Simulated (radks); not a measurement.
Values are calculated unless marked as measured or tabulated.
Valence configurations of Mo I (all share [Kr]). Code: a radial shooting solver on a logarithmic mesh with Libxc functionals. Model: Dirac Kohn-Sham, PBE, spin-unpolarised, spherical densities, point nucleus; open shells fill j = l - 1/2 first. Order these by energy: 4d3 5s1 5p2; 4d6; 4d5 5p1; 4d5.5 5s0.5; 4d4 5s1.5 5p0.5; 4d4 5s1 5p1; 4d4 5s2; 4d4.5 5s1 5p0.5; 4d2 5s1.5 5p2.5; 4d5 5s1.

Answer. From the lowest, in eV above it: 4d5 5s1 0.000; 4d4 5s2 0.060; 4d5.5 5s0.5 0.340; 4d6 0.878; 4d4.5 5s1 5p0.5 1.492; 4d4 5s1.5 5p0.5 1.755; 4d5 5p1 3.055; 4d4 5s1 5p1 3.494; 4d3 5s1 5p2 9.420; 4d2 5s1.5 5p2.5 15.631. NIST lists [Kr] 4d5 5s1 as the ground configuration; this level of theory agrees among the configurations tried. The energies are those of spherical spin-averaged densities, not of single terms.
